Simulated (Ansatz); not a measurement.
```xyz
8

B     0.989   -0.109    0.837
C    -0.132    0.226   -0.146
N    -1.092   -0.302   -0.855
Se    0.427    1.938    0.036
H     0.716   -0.231    1.996
H     2.036   -0.492    0.403
H    -1.687    0.265   -1.441
H    -1.258   -1.296   -0.830
```

Charge 0, multiplicity 1.

**Question.** List the CAM-B3LYP/def2-TZVPP orbital energies in eV (the Gaussian-basis code of Ansatz). (Best estimate.)

**Answer.** Ansatz gave: Occupied: -12352.30, -1581.49, -1419.71, -1419.65, -1419.65, -393.70, -281.40, -214.09, -185.07, -158.22, -158.02, -158.01, -59.02, -58.95, -58.93, -58.77, -58.77, -28.96, -23.00, -19.10, -18.06, -16.03, -13.29, -13.08, -10.79, -10.31, -8.26, -7.91. Lowest empty: -0.18, 0.77, 1.29, 2.26, 3.05, 3.20, 3.66, 3.82.
